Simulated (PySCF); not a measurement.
# Sn²⁺ (tin, charge +2) across methods

[Kr] 4d9 5s2 5p1, one real determinant (an excited configuration). Calculation: PySCF 2.14, in aug-cc-pVQZ-PP with ECP28MDF (7s7p5d3f2g, 92 functions); scalar relativity through the core potential.

| method | E (hartree) | mean ε 5s α (eV) | mean ε 5s β (eV) | mean ε 5p α (eV) | Σ⟨r²⟩ (bohr²) | ⟨S²⟩ |
| --- | --- | --- | --- | --- | --- | --- |
| wB97M-V | -212.4459 | -32.933 | -31.427 | -23.838 | 36.10 | 2.003 |
| UHF | -211.62227 | -33.517 | -30.719 | -24.548 | 36.48 | 2.010 |
| M06-2X | -212.4191 | -31.658 | -29.504 | -22.820 | 36.19 | 2.005 |
| LDA | -212.1317 | -29.584 | -28.628 | -20.625 | 35.99 | 2.001 |
| wB97X-V | -212.4652 | -32.991 | -31.557 | -23.902 | 36.06 | 2.003 |
| r2SCAN | -212.5528 | -29.579 | -28.298 | -20.927 | 35.95 | 2.005 |
| PBE | -212.4865 | -29.225 | -28.152 | -20.545 | 36.01 | 2.002 |
| PBE0 | -212.4895 | -30.526 | -29.077 | -21.715 | 36.03 | 2.003 |

⟨L²⟩ = 8.01 against 12 for a pure F term, so this real determinant mixes terms. Energies and moments cover only the electrons outside the core potential.
